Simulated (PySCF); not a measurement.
How methods differ on the ionisation energy of B²⁺

B²⁺ [He] 2s1 [2s1/2^1, M_J = 1/2] → B³⁺ 1s2, as a difference of total energies. Computed with PySCF 2.14 in x2c-TZVPall-2c (5s3p2d1f, 31 functions), with the two-component X2C-1e Hamiltonian. Correlated levels: 1s2 frozen. "Screened" scales the spin-orbit matrix elements by Boettger's factors to mimic the two-electron term; Breit and QED terms are absent.

| method | ionisation energy (eV) |
| --- | --- |
| GHF (screened spin-orbit) | 37.821 |
| GMP2 (screened spin-orbit) | 37.821 |
| GCCSD (screened spin-orbit) | 37.821 |
| GCCSD(T) (screened spin-orbit) | 37.821 |

Errors of the correlated levels include the incompleteness of this basis and the frozen core.

For comparison: 37.931 eV (measured; NIST Atomic Spectra Database, ionization energies).
